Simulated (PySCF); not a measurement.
**`N#C[C@@H]1[C@H](F)[C@H]1C(F)F`, C₅H₄F₃N**

Molfile (atoms numbered from 1):
```
C5H4F3N
     RDKit          3D

 13 13  0  0  0  0  0  0  0  0999 V2000
    3.1882   -0.9417    0.0889 N   0  0  0  0  0  0  0  0  0  0  0  0
    2.1229   -0.6500   -0.2038 C   0  0  0  0  0  0  0  0  0  0  0  0
    0.7931   -0.2927   -0.5676 C   0  0  2  0  0  0  0  0  0  0  0  0
    0.3175    1.1289   -0.4083 C   0  0  2  0  0  0  0  0  0  0  0  0
    1.1666    2.0608    0.0772 F   0  0  0  0  0  0  0  0  0  0  0  0
   -0.1826    0.0847    0.5356 C   0  0  1  0  0  0  0  0  0  0  0  0
   -1.6116   -0.3892    0.4430 C   0  0  0  0  0  0  0  0  0  0  0  0
   -2.0684   -0.2984   -0.8298 F   0  0  0  0  0  0  0  0  0  0  0  0
   -1.7061   -1.6949    0.7856 F   0  0  0  0  0  0  0  0  0  0  0  0
    0.4058   -0.8453   -1.4167 H   0  0  0  0  0  0  0  0  0  0  0  0
   -0.3371    1.5576   -1.1584 H   0  0  0  0  0  0  0  0  0  0  0  0
    0.2062    0.1017    1.5465 H   0  0  0  0  0  0  0  0  0  0  0  0
   -2.2988    0.1792    1.0900 H   0  0  0  0  0  0  0  0  0  0  0  0
  1  2  3  0
  2  3  1  0
  3  4  1  0
  4  5  1  0
  4  6  1  0
  6  7  1  0
  7  8  1  0
  7  9  1  0
  6  3  1  0
  3 10  1  6
  4 11  1  6
  6 12  1  1
  7 13  1  0
M  END
```

The calculation used GIAO BHandHLYP/pcSseg-1 magnetisability, rotational g tensor and spin-rotation constants, non-relativistic, gas phase in PySCF. Geometry: GFN2-xTB.

Question: How diamagnetic is it, and how anisotropic?

Answer: Isotropic -1204 × 10⁻³⁰ J/T², or -72.5 × 10⁻⁶ cm³/mol; principal values -1375, -1147, -1091 × 10⁻³⁰ J/T², anisotropy 260 × 10⁻³⁰ J/T² (root of half the summed squared differences of the principal values). The susceptibility is in cgs units.

Question: Split it along the inertial axes a, b, c into diamagnetic and paramagnetic parts about the centre of mass, with the quadrupole moment.

Answer: 
| axis | χ (10⁻⁶ cm³/mol) | diamagnetic (10⁻⁶ cm³/mol) | paramagnetic (10⁻⁶ cm³/mol) | summed x² of all electrons (Å²) | quadrupole Θ (D Å) |
| --- | --- | --- | --- | --- | --- |
| a | -78.8 | -529.3 | 450.5 | 220.7 | -14.33 |
| b | -69.2 | -1074.4 | 1005.1 | 92.2 | +0.56 |
| c | -69.6 | -1327.2 | 1257.6 | 32.6 | +13.77 |

Anisotropies 2χaa − χbb − χcc = -18.8 and 2χbb − χaa − χcc = +9.9 × 10⁻⁶ cm³/mol. Θ is traceless in Buckingham's convention.

Question: And the rotational g tensor?

Answer: 
| axis | rotational constant (GHz) | g | nuclear part | electronic part |
| --- | --- | --- | --- | --- |
| a | 2.4973 | -0.0126 | 0.5160 | -0.5286 |
| b | 1.0963 | -0.0149 | 0.5027 | -0.5177 |
| c | 0.8675 | -0.0149 | 0.4977 | -0.5125 |

Asymmetric top; isotopes 12C, 19F, 1H, 14N; no vibrational averaging.
